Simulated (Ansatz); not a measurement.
Species: sum formula AlN$_{2}$H$_{5}$, net charge 0, singlet state. 
Structure (B3LYP-D3(BJ)/def2-TZVP (Ansatz, an electronic-structure program) minimum search):
```xyz
8

N      1.4891    -0.4432     0.3307
Al     0.0168     0.4821    -0.0152
N     -1.5170    -0.3587    -0.3054
H      1.5647    -1.4464     0.3856
H      2.3869    -0.0195     0.5032
H      0.0715     2.0535    -0.0648
H     -2.3836     0.1147    -0.5062
H     -1.6623    -1.3557    -0.2972
```
Charge 0, spin multiplicity 1.

Basis-set convergence of Hartree-Fock and CCSD correlation energies (hartree) with Ansatz. Correlated levels leave the core frozen unless marked. No spin-orbit coupling. No relativistic terms.

| basis | functions | E(HF) | E(corr, CCSD) |
|---|---|---|---|
| aug-cc-pV(D+d)Z | 123 | -353.82477 | -0.47107 |
| aug-cc-pV(T+d)Z | 262 | -353.86608 | -0.55251 |
| aug-cc-pV(Q+d)Z | 479 | -353.87546 | -0.57749 |

Extrapolating the two largest sets (X = 3 and 4) as X^-3: E(corr) = (64·(-0.57749) - 27·(-0.55251))/37 = -0.5957 Eh, an estimate of the basis-set limit. The largest set recovers 96.9 % of it, the smallest 79.1 %.
